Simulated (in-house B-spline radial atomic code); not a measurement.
Lu²⁺. Computed with a B-spline radial atomic code. Model: non-relativistic spherical atom: semilocal Troullier-Martins pseudo-atom, one channel per l, against all electrons, high spin, G0W0 and RPA with empty states to l = 8, local potential for every l without a channel, a model core (radius 0 = none) keeps its share of the functional.

Without relativity these are model numbers for so heavy an element.

What the tables leave out is listed at the end.

The pseudopotential gives back the lowest level of each angular momentum of its own functional in the configuration it was made in; a second state of the same l is only approximately right. Exact exchange, RPA and GW see the smooth pseudo-orbitals and miss the exchange with the core, for which the functional's share stands in. The column with an uncorrelated core keeps all orbitals and exact exchange, and so separates missing core correlation from pseudisation. Only the three outermost levels and the lowest empty one were computed. RPA here is direct RPA, with no exchange kernel, and its energies carry an (l + 1/2)⁻⁴ tail. A hybrid on a potential with a model core restores only its own semilocal share of the core's exchange.

Command:
```bash
python run_psgw.py task.json out
```
Settings (lengths in bohr, energies in hartree):
```
Z                      71
electrons              69
configuration          [Xe] 4f14 6s1
generated_in           [Xe] 4f14 6s1
functional             pbe,pbe
core_shells            10
radius_factor          0.9
core_correction        True
ion_configuration      [Xe] 4f14
```

Run time, properties included: 78 s on 1 thread of Arm Neoverse N1, on a shared host.

Given: made with PBE; model core radius 0.684 bohr; local radius 1.349 bohr; mean-field start PBE0.

Valence shells of the generating configuration: 5p, 4f, 6s.

Channel: s 2.656, p 1.118, d 1.497, f 1.416 (radii in bohr).

Computed: largest level miss in the spin-unpolarised generating configuration 0 eV; valence RPA correlation energy all-electron orbitals -1.5663 hartree; valence RPA correlation energy pseudo -2.3841 hartree; all-electron RPA polarisability, core included 26.066 bohr³; pseudo-atom RPA polarisability 24.232 bohr³; ionisation by mean-field all-electron 19.621 eV; ionisation by mean-field pseudo minus all 0.347 eV.

```tsv
level	occupied	mean-field all-electron (eV)	mean-field pseudo minus all (eV)	G0W0 all-electron (eV)	G0W0 uncorrelated core minus all (eV)	G0W0 pseudo minus all (eV)	exchange self-energy all-electron (eV)	exchange self-energy pseudo (eV)
6s up	1	-17.402	-0.296	-20.135	-0.002	-0.607	-9.8042	-9.8167
4f down	?	?	?	?	?	?	?	?
4f up	1	-36.29	3.362	-42.305	-0.305	9.018	-80.639	-43.139
5d up (empty)	0	-16.678	-0.216	-13.617	0.099	0.219	-8.8633	-7.4212
```

(1) What belongs in the row 4f down?

(2) What is the ionisation by RPA pseudo minus all?

(3) What is the ionisation by RPA all-electron?

Answers

(1) occupied: 1; mean-field all-electron (eV): -36.26; mean-field pseudo minus all (eV): 3.338; G0W0 all-electron (eV): -42.28; G0W0 uncorrelated core minus all (eV): -0.305; G0W0 pseudo minus all (eV): 8.985; exchange self-energy all-electron (eV): -80.663; exchange self-energy pseudo (eV): -43.169.

(2) 0.725 eV.

(3) 20.126 eV.

Among the listed levels the largest G0W0 shift of the pseudo-atom is +9.02 eV, for 4f up on the PBE0 start, while leaving the core uncorrelated moves that level by -0.30 eV. So pseudisation and the lost core exchange, not the missing core correlation, make the error. Not in the tables (levels of low weight, unsolved or above zero; the highest and the empty levels are kept at any weight): the PBE start was refused, since an empty level lay at or below an occupied one; no Hartree-Fock pseudo-atom is run with a model core.
